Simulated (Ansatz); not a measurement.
Basis sets compared for B(NH3)Cl3 (BNCl₃H₃). The state is a singlet with charge 0. Geometry PBE0-D4/def2-SVP. Ansatz on 4 threads of Arm Neoverse V1 on a shared host; times are rough, and most runs start from earlier orbitals.

Cartesian coordinates in Å:
```
B 0.5052 -0.4085 0.4063
N -0.5626 0.4549 -0.4524
H -1.0502 -0.1523 -1.1161
H -0.0793 1.1932 -0.9705
H -1.2498 0.8831 0.1732
Cl 1.2907 0.8041 1.5271
Cl 1.6473 -1.1079 -0.8387
Cl -0.5012 -1.6665 1.2712
```

Binding counts from free atoms (B doublet, N quartet, H doublet, Cl doublet) in the same basis, without a counterpoise term.

```
           level  functions  energy (Eh)  HOMO (eV)  LUMO (eV)  binding per atom (eV)  wall time
       HF/STO-3G         40   -1443.7668      -9.80      11.40                   2.97     0.15 s
        HF/6-31G         63   -1459.3856     -11.53       3.80                   2.24      0.3 s
 PBE-D4/def2-SVP         97   -1461.0090      -6.25      -0.61                   3.65      0.8 s
PBE0-D4/def2-SVP         97   -1461.1394      -7.73       0.28                   3.59      1.1 s
```

(1) Estimate the rows for HF/def2-TZVP, PBE-D4/def2-TZVP, PBE0-D4/def2-TZVP (with forces).

Results:

(1) 
| level | functions | energy (Eh) | HOMO (eV) | LUMO (eV) | binding per atom (eV) | wall time |
| --- | --- | --- | --- | --- | --- | --- |
| HF/def2-TZVP | 191 | -1459.6028 | -11.33 | 2.34 | 2.51 | 1.4 s |
| PBE-D4/def2-TZVP | 191 | -1461.5767 | -6.63 | -1.12 | 3.61 | 1.6 s |
| PBE0-D4/def2-TZVP (with forces) | 191 | -1461.6989 | -8.04 | -0.29 | 3.54 | 3.6 s |
